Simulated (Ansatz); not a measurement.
`F[CH](F)[GeH2][SiH3]` and `FC(F)[SiH3]` differ in one atom or group.

Ansatz, PBE0-D4/def2-TZVP geometries, multiplicity 1. Each molecule was computed in one conformer, which needn't be the lowest.

Scalar relativity is left out up to krypton.

```csv
property,`F[CH](F)[GeH2][SiH3]`
HOMO–LUMO gap (B3LYP/def2-TZVPP) / eV,7.82
size of the dipole moment (B3LYP/def2-TZVPP) / D,1.62
HOMO energy (B3LYP/def2-TZVPP) / eV,-8.02
LUMO energy (ωB97M-V/def2-TZVPP) / eV,1.75
HOMO–LUMO gap (PBE/def2-TZVPP) / eV,6.07
HOMO energy (ωB97M-V/def2-TZVPP) / eV,-10.33
```

**Question.** What does the change do to each property? (An estimate is asked.)

**Answer.** Computed: 
```
                                        property  `FC(F)[SiH3]`  shift
           HOMO–LUMO gap (B3LYP/def2-TZVPP) / eV           8.59   0.77
size of the dipole moment (B3LYP/def2-TZVPP) / D           1.90   0.28
             HOMO energy (B3LYP/def2-TZVPP) / eV          -8.54  -0.52
           LUMO energy (ωB97M-V/def2-TZVPP) / eV           1.89   0.14
             HOMO–LUMO gap (PBE/def2-TZVPP) / eV           6.65   0.58
           HOMO energy (ωB97M-V/def2-TZVPP) / eV         -11.06  -0.73
```

With PBE0 the HOMO falls by 0.53 eV and the LUMO rises by 0.29 eV, so the gap widens by about 0.82 eV. PBE moves the HOMO by -0.29 eV and ωB97M-V by -0.73 eV. Dipoles are sizes alone; their direction can turn.

B3LYP here is the variant with VWN-RPA as its local correlation; programs differ in this.
